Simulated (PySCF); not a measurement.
Two species compared at the same levels of theory.

First species: C₇H₇ (charge +1).
SMILES with atom numbers: `[CH2:1]=[CH:2][C@@H:3]1[CH2:4][c+:5]2[cH:6][c:7]21` (hydrogens: H8, H9 on C1; H10 on C2; H11 on C3; H12, H13 on C4; H14 on C6)

Structure used (GFN2-xTB), in Å, numbered top down from 1:
```
atom  x, y, z in Å
C1     2.3403   -0.6188   -0.4915
C2     1.2480   -0.3415    0.1928
C3     0.0060    0.2563   -0.4381
C4    -0.7653    1.2752    0.3824
C5    -1.9108    0.3556    0.5685
C6    -2.3086   -0.8903    0.2555
C7    -1.1165   -0.7373   -0.3668
H8     3.2115   -1.0135    0.0031
H9     2.4262   -0.4566   -1.5528
H10    1.1772   -0.5253    1.2550
H11    0.2131    0.5191   -1.4775
H12   -0.3379    1.5724    1.3430
H13   -1.0763    2.1886   -0.1297
H14   -3.1077   -1.5843    0.3892
```

Second species: C7H7 (charge +1).
SMILES with atom numbers: `[CH:1]#[C:2][C+:3]1[CH:4]=[CH:5][CH2:6][CH2:7]1` (hydrogens: H8 on C1; H9 on C4; H10 on C5; H11, H12 on C6; H13, H14 on C7)

Geometry (GFN2-xTB, Å), atoms numbered from 1 in this order:
```xyz
14
C7H7 angstrom
C      3.2115   -0.0086   -0.2057
C      2.0073   -0.0240   -0.0933
C      0.6299   -0.0307    0.0432
C     -0.1056    0.7987    0.9050
C     -1.4379    0.5144    0.7727
C     -1.6699   -0.5457   -0.2107
C     -0.2763   -0.9187   -0.7082
H      4.2613    0.0040   -0.3040
H      0.3280    1.5353    1.5581
H     -2.2336    1.0003    1.3136
H     -2.3314   -0.1964   -1.0111
H     -2.2053   -1.3886    0.2398
H     -0.0241   -1.9699   -0.5347
H     -0.1544   -0.7757   -1.7869
```

Levels: CAM-B3LYP/def2-SVPD for HOMO energy, LUMO energy, HOMO–LUMO gap, static isotropic polarisability and electronic spatial extent ⟨r²⟩ about the centre of nuclear charge; TDDFT CAM-B3LYP/def2-SVPD for lowest singlet excitation; TDA CAM-B3LYP/def2-SVPD for lowest triplet excitation (Tamm–Dancoff); GFN2-xTB for rotational constant A and rotational constant C. Geometries: GFN2-xTB. Each species is one conformer at its optimised geometry, gas phase, non-relativistic unless stated. Electronic properties by PySCF.

Dipoles, sizes and rotational constants follow the conformer. The torsions of the flexible species, by atom-mapped SMILES:
- `[CH2:1]=[CH:2][C@@H:3]1[CH2:4][c+:5]2[cH:6][c:7]21`: C1–C2–C3–C4 -143°

| property | column X | column Y |
| --- | --- | --- |
| HOMO energy | -14.38 eV | -13.70 eV |
| LUMO energy | -7.55 eV | -6.55 eV |
| HOMO–LUMO gap | 6.83 eV | 7.15 eV |
| lowest singlet excitation | 3.30 eV | 3.12 eV |
| lowest triplet excitation (Tamm–Dancoff) | 2.50 eV | 2.29 eV |
| static isotropic polarisability | 80.3 au | 69.4 au |
| electronic spatial extent ⟨r²⟩ about the centre of nuclear charge | 745 bohr² | 713 bohr² |
| rotational constant A | 7.775 GHz | 7.175 GHz |
| rotational constant C | 1.548 GHz | 1.704 GHz |

Q: Which column belongs to which species?

A: Column X is the second species and column Y the first. The first has 14 atoms and 48 electrons, the second 14 and 48.

Q: How does each property change from the first species to the second?

A: HOMO energy -0.68 eV; LUMO energy -1.00 eV; HOMO–LUMO gap -0.32 eV; lowest singlet excitation +0.18 eV; lowest triplet excitation (Tamm–Dancoff) +0.21 eV; static isotropic polarisability +10.9 au; electronic spatial extent ⟨r²⟩ about the centre of nuclear charge +32 bohr²; rotational constant A +0.600 GHz; rotational constant C -0.156 GHz.

On the first: In wavenumbers S1 is 25200 cm⁻¹ (1 eV = 8065.54 cm⁻¹). 1 of the 8 computed singlets lies in the visible range (750 to 380 nm, 1.65 to 3.26 eV), with an oscillator strength of 0.000.

On the second: In wavenumbers S1 is 26600 cm⁻¹ (1 eV = 8065.54 cm⁻¹). S1 lies 3.53 eV below the HOMO–LUMO gap; its leading configuration is HOMO−1→LUMO, weight 0.96.
